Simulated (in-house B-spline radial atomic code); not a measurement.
Whole-atom quantities along the 60-electron series, configuration [Xe] 4f6. Breit and QED terms are first order and not part of the total energy; the density at the nucleus is averaged over the nuclear charge. Computed with a radial B-spline atomic code at the basis-set limit: Dirac-Hartree-Fock, average of the configuration, finite nuclei.

```json
{"ion": "Sm2+", "Z": "62", "E/Z² (Eh)": "-2.713", "Σ<r²> (bohr²)": "40.369", "n(0)/Z³ (bohr⁻³)": "2.1037", "Lamb diamagnetic shielding (ppm)": "7309.37", "repulsion over attraction": "0.14869", "Breit energy (eV)": "249.4", "self-energy (eV)": "196.71", "vacuum polarisation (eV)": "-29.881", "Dirac less non-relativistic energy (Eh)": "-394.49"}
{"ion": "Eu3+", "Z": "63", "E/Z² (Eh)": "-2.7325", "Σ<r²> (bohr²)": "35.659", "n(0)/Z³ (bohr⁻³)": "2.1741", "Lamb diamagnetic shielding (ppm)": "7480.84", "repulsion over attraction": "0.14746", "Breit energy (eV)": "263.52", "self-energy (eV)": "208.58", "vacuum polarisation (eV)": "-32.139", "Dirac less non-relativistic energy (Eh)": "-423.52"}
{"ion": "Gd4+", "Z": "64", "E/Z² (Eh)": "-2.7518", "Σ<r²> (bohr²)": "32.028", "n(0)/Z³ (bohr⁻³)": "2.2462", "Lamb diamagnetic shielding (ppm)": "7652.95", "repulsion over attraction": "0.14613", "Breit energy (eV)": "278.22", "self-energy (eV)": "221.02", "vacuum polarisation (eV)": "-34.541", "Dirac less non-relativistic energy (Eh)": "-454.25"}
```
